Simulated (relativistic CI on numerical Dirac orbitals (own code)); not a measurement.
# Spin-allowed bands of a d7 ion in a tetrahedral site, by hand

Problem. Take Δ = 6600 cm⁻¹ and B = 950 cm⁻¹ for a d7 ion in a tetrahedral site. Calculate the three spin-allowed bands.

Working.
1. The terms of highest spin are 4F (energy 0) and 4P (15B = 14250 cm⁻¹). Here the F term splits into A2 at −1.2Δ = -7920, T2 at −0.2Δ = -1320 and T1 at +0.6Δ = 3960 cm⁻¹.
2. The two T1 states mix through the element 0.4Δ: H = [[3960, 2640], [2640, 14250]], with roots ½(H₁₁ + H₂₂) ∓ ½√[(H₂₂ − H₁₁)² + 4H₁₂²] = ½(18210) ∓ ½(11566) = 3322 and 14888 cm⁻¹.
3. The ground term is 4A2 at -7920 cm⁻¹.
4. Bands: 4T2 6600 cm⁻¹ (1515 nm), 4T1(F) 11242 cm⁻¹ (890 nm), 4T1(P) 22808 cm⁻¹ (438 nm).

Check. Exact diagonalisation of the whole d7 shell with these parameters gives 4T2 6600, 4T1 11242, 4T1 22808 cm⁻¹. The match is exact, since without spin-orbit coupling no other term has this spin. The ratio of the second band to the first, 1.703, depends on Δ/B = 6.9 alone, which is how a Tanabe-Sugano diagram is read.
